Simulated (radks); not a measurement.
Computed order of ionisation of manganese. At each step one electron was removed from each of the four highest sub-shells of the ion before, moves of one valence electron (up to charge 6) and the configuration listed by NIST were tried, and the lowest configuration was kept. Calculated with a radial shooting solver on a logarithmic mesh with Libxc functionals: Dirac Kohn-Sham, PBE, spin-unpolarised, spherical densities, finite nucleus; Fermi nuclear charge, rms radius of each element as measured or else 0.836 A^(1/3) + 0.57 fm. Sub-shells are occupied by j as written (lower j first in brackets).

| species | lowest configuration found | NIST configuration | margin to the next tried (eV) | IE (eV) | NIST IE (eV) | kind |
|---|---|---|---|---|---|---|
| Mn | [Ar] 3d(3/2: 4, 5/2: 2) 4s1 | [Ar] 3d(3/2: 4, 5/2: 1) 4s2 lies 0.288 eV higher | 0.288 | 7.167 | 7.434 | exp. |
| Mn+ | [Ar] 3d(3/2: 4, 5/2: 2) | [Ar] 3d(3/2: 4, 5/2: 1) 4s1 lies 1.533 eV higher | 1.533 | 17.126 | 15.640 | exp. |
| Mn2+ | [Ar] 3d(3/2: 4, 5/2: 1) | same | 0.123 | 32.427 | 33.67 | exp. |
| Mn3+ | [Ar] 3d(3/2: 4, 5/2: 0) | same | 0.141 | 50.811 | 51.2 | semi-emp. |
| Mn4+ | [Ar] 3d(3/2: 3, 5/2: 0) | same | 21.039 | 71.511 | 72.4 | semi-emp. |
| Mn5+ | [Ar] 3d(3/2: 2, 5/2: 0) | same | 29.789 | 94.357 | 95.60 | exp. |
| Mn6+ | [Ar] 3d(3/2: 1, 5/2: 0) | same | 39.438 | 119.16 | 119.20 | exp. |
| Mn7+ | [Ar] | same | 50.307 | 195.82 | 195.5 | semi-emp. |
| Mn8+ | [Ne] 3s2 3p(1/2: 2, 3/2: 3) | same | 1.675 | 223.23 | 221.9 | semi-emp. |
| Mn9+ | [Ne] 3s2 3p(1/2: 2, 3/2: 2) | same | 1.764 | 251.49 | 248.6 | semi-emp. |
| Mn10+ | [Ne] 3s2 3p(1/2: 2, 3/2: 1) | same | 1.856 | 280.54 | 286.1 | semi-emp. |
| Mn11+ | [Ne] 3s2 3p(1/2: 2, 3/2: 0) | same | 1.951 | 312.33 | 314 | semi-emp. |
| Mn12+ | [Ne] 3s2 3p(1/2: 1, 3/2: 0) | same | 31.864 | 342.85 | 344 | semi-emp. |
| Mn13+ | [Ne] 3s2 | same | 31.632 | 405.10 | 403.0 | semi-emp. |

Reference values: NIST Atomic Spectra Database (exp. = measured, semi-emp. = semi-empirical, theory = theoretical value adopted there). Spin polarisation and multiplet splitting are left out, so open shells lie too high by an amount that depends on their filling.

Beside tabulated values, note that spin-unpolarised runs miss the spin-polarisation part of the exchange energy of open shells.
